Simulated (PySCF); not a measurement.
# Ionisation energy of Pb⁵³⁺ by level of theory

Pb⁵³⁺ [Ar] 3d10 4s1 (2S) → Pb⁵⁴⁺ [Ar] 3d10 (1S), as a difference of total energies. Computed with PySCF 2.14 in an uncontracted even-tempered set (18 s from 7.2 bohr⁻², ratio 2.5; 14 p from 9.3 bohr⁻², ratio 2.5; 7 d from 17 bohr⁻², ratio 2.5; 4 f from 42 bohr⁻², ratio 2.7; 4 g from 63 bohr⁻², ratio 2.7), with scalar relativity by spin-free X2C-1e. Correlated levels: outer shells: [Ne] frozen; virtual orbitals above 40 to 60 times the deepest correlated orbital energy dropped. The calculations carry no spin-orbit coupling.

```json
{"method": "UHF", "ionisation energy (eV)": "3275.4"}
{"method": "LDA", "ionisation energy (eV)": "3283.8"}
{"method": "PBE", "ionisation energy (eV)": "3285.4"}
{"method": "PBE0", "ionisation energy (eV)": "3283.1"}
{"method": "r2SCAN", "ionisation energy (eV)": "3278.3"}
{"method": "BP86", "ionisation energy (eV)": "3283.8"}
{"method": "TPSSh", "ionisation energy (eV)": "3281.9"}
{"method": "MP2 (outer shells)", "ionisation energy (eV)": "3276.9"}
{"method": "SCS-MP2 (outer shells)", "ionisation energy (eV)": "3276.6"}
```

Breit and QED terms and the two-electron picture change are absent.

For comparison: 3282.1 ± 2 eV (semi-empirical (NIST evaluation); NIST Atomic Spectra Database, ionization energies).
